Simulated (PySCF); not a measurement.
Compound: C₂H₇F₃OSi₂.
SMILES with atom numbers: `[OH:1][SiH2:2][C@@H:3]([SiH3:4])[C:5]([F:6])([F:7])[F:8]` (hydrogens: H9 on O1; H10, H11 on Si2; H12 on C3; H13, H14, H15 on Si4)

Computed with PySCF at B3LYP/def2-SVPD, non-relativistic, on one gas-phase PBE0-D3(BJ)/def2-SVP geometry that isn't relaxed in the solvent. The solvent is an IEF-PCM continuum (cavity from Bondi-type radii × 1.2), and excitations are vertical TDDFT with non-equilibrium linear response and a frozen core. Specific hydrogen bonds and non-electrostatic terms are outside this model.

Gas-phase singlets (H = HOMO, L = LUMO):

```tsv
state	E (eV)	λ (nm)	f	leading configurations
S1	7.032	176	0.000	H→L 87%, H-1→L 11%
S2	7.418	167	0.057	H-1→L 83%, H→L 10%
S3	7.922	157	0.005	H→L+1 95%
S4	8.052	154	0.005	H-1→L+1 87%
S5	8.145	152	0.045	H-2→L 83%
```

**Question.** How does the list change in benzene (ε = 2.271)?

**Answer.** 
| state | E (eV) | λ (nm) | f | leading configurations | change by rank (eV) |
| --- | --- | --- | --- | --- | --- |
| S1 | 7.105 | 175 | 0.001 | H→L 93% | +0.073 |
| S2 | 7.502 | 165 | 0.097 | H-1→L 89% | +0.084 |
| S3 | 7.893 | 157 | 0.009 | H→L+1 96% | -0.029 |
| S4 | 8.045 | 154 | 0.013 | H-1→L+1 94% | -0.007 |
| S5 | 8.254 | 150 | 0.094 | H-2→L 82% | +0.109 |

**Question.** The ground-state energy changes by -0.097 eV from gas to benzene. By how much does the total energy of gas-phase S1 change?

**Answer.** E(S1) = E(S0) + excitation energy, so it changes by -0.097 + 0.073 = -0.024 eV: it is lowered less than the ground state, which is what a blue shift means. This is the vertical state, with the slow part of the continuum still set for S0.

**Question.** How do the frontier levels move from gas to benzene?

**Answer.** 
```json
{"orbital": "LUMO+2", "gas (eV)": "0.53", "solvent (eV)": "0.60", "change (eV)": "+0.07", "Löwdin shares, gas": "Si4 40 %, H13 13 %, H15 12 %, H14 10 %", "Löwdin shares, solvent": "Si4 40 %, H13 13 %, H15 12 %, H14 9 %"}
{"orbital": "LUMO+1", "gas (eV)": "0.06", "solvent (eV)": "0.16", "change (eV)": "+0.10", "Löwdin shares, gas": "Si4 21 %, Si2 17 %, H12 11 %, C3 10 %", "Löwdin shares, solvent": "Si4 22 %, Si2 16 %, H12 10 %, C3 10 %"}
{"orbital": "LUMO", "gas (eV)": "-0.61", "solvent (eV)": "-0.38", "change (eV)": "+0.23", "Löwdin shares, gas": "O1 26 %, Si2 26 %, H9 14 %, H10 8 %", "Löwdin shares, solvent": "Si2 26 %, O1 24 %, H9 11 %, H10 8 %"}
{"orbital": "HOMO", "gas (eV)": "-8.78", "solvent (eV)": "-8.64", "change (eV)": "+0.14", "Löwdin shares, gas": "O1 28 %, Si2 22 %, H11 20 %, C3 11 %", "Löwdin shares, solvent": "O1 32 %, Si2 22 %, H11 20 %, C3 8 %"}
{"orbital": "HOMO-1", "gas (eV)": "-8.93", "solvent (eV)": "-8.83", "change (eV)": "+0.10", "Löwdin shares, gas": "C3 21 %, Si2 16 %, Si4 14 %, O1 14 %", "Löwdin shares, solvent": "C3 24 %, Si2 16 %, Si4 15 %, O1 11 %"}
{"orbital": "HOMO-2", "gas (eV)": "-9.48", "solvent (eV)": "-9.41", "change (eV)": "+0.07", "Löwdin shares, gas": "Si4 35 %, H13 24 %, H14 17 %, O1 7 %", "Löwdin shares, solvent": "Si4 35 %, H13 22 %, H14 18 %, O1 8 %"}
{"orbital": "HOMO-3", "gas (eV)": "-9.59", "solvent (eV)": "-9.51", "change (eV)": "+0.08", "Löwdin shares, gas": "Si4 34 %, H15 29 %, C3 14 %, H13 7 %", "Löwdin shares, solvent": "Si4 34 %, H15 30 %, C3 15 %, H13 7 %"}
```

The HOMO–LUMO gap goes from 8.17 to 8.26 eV.

The values belong to the conformer `[OH:1][SiH2:2][C@@H:3]([SiH3:4])[C:5]([F:6])([F:7])[F:8]`: O1–Si2–C3–Si4 30°, Si2–C3–C5–F6 -76°, H–O1–Si2–C3 -168°.
